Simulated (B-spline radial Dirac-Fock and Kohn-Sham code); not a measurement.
Ionisation cross sections of W⁺ by electron impact

System: the W⁺ ion in the configuration [Xe] 4f14 5d4 6s1.

Calculated with a radial atomic solver, using the relativistic binary-encounter-Bethe (RBEB) model with Dirac-Fock orbital kinetic energies; direct ionisation only. For shells bound by less than 100 eV the term U + B of the denominator is divided by n when n is 3 or more, and by 2 for n = 1, 2 in singly charged ions. Excitation-autoionisation and multiple ionisation are left out; it is a semi-empirical estimate, least reliable for totals near the maximum.

Orbital inputs (open shells are filled statistically over j, and the NIST value is set on the highest orbital of the configuration average):

| subshell | N | B (eV) | source of B | U (eV) |
| --- | --- | --- | --- | --- |
| 1s | 2 | 69975.3 | Dirac-Fock −ε | 94363.4 |
| 2s | 2 | 12219.9 | Dirac-Fock −ε | 22124.5 |
| 2p1/2 | 2 | 11660.1 | Dirac-Fock −ε | 21987.2 |
| 2p3/2 | 4 | 10304.5 | Dirac-Fock −ε | 16895.6 |
| 3s | 2 | 2881.7 | Dirac-Fock −ε | 6992.9 |
| 3p1/2 | 2 | 2633.5 | Dirac-Fock −ε | 6851.9 |
| 3p3/2 | 4 | 2335.8 | Dirac-Fock −ε | 5623.0 |
| 3d3/2 | 4 | 1923.5 | Dirac-Fock −ε | 5441.7 |
| 3d5/2 | 6 | 1859.4 | Dirac-Fock −ε | 5169.9 |
| 4s | 2 | 632.9 | Dirac-Fock −ε | 2188.2 |
| 4p1/2 | 2 | 528.8 | Dirac-Fock −ε | 2066.4 |
| 4p3/2 | 4 | 459.1 | Dirac-Fock −ε | 1724.5 |
| 4d3/2 | 4 | 288.1 | Dirac-Fock −ε | 1504.4 |
| 4d5/2 | 6 | 275.0 | Dirac-Fock −ε | 1427.2 |
| 4f5/2 | 6 | 58.88 | Dirac-Fock −ε | 1017.9 |
| 4f7/2 | 8 | 56.46 | Dirac-Fock −ε | 991.1 |
| 5s | 2 | 101.4 | Dirac-Fock −ε | 449.9 |
| 5p1/2 | 2 | 67.77 | Dirac-Fock −ε | 371.2 |
| 5p3/2 | 4 | 57.43 | Dirac-Fock −ε | 298.8 |
| 5d3/2 | 1.6 | 16.82 | Dirac-Fock −ε | 140.8 |
| 5d5/2 | 2.4 | 16.13 | Dirac-Fock −ε | 129.5 |
| 6s | 1 | 14.31 | Dirac-Fock −ε | 53.43 |

Inner-shell cross sections in barn (the model is not trusted for the total of d- and f-block atoms):

```
T (eV)     K    L1    L2   L3     M4     M5
  2000     –     –     –    –    297    932
  3000     –     –     –    –   4130   7220
  5000     –     –     –    –   8310  13800
 10000     –     –     –    –  10500  17000
 15000     –  26.9  36.5  153  10200  16200
 20000     –  68.9  81.6  267   9450  15000
 30000     –   117   132  380   8130  12900
 50000     –   149   163  435   6390  10100
100000  1.54   151   163  412   4460   6990
200000  4.75   135   145  354   3220   5030
300000  6.21   127   136  328   2770   4340
 1e+06  10.2   125   132  313   2330   3630
```
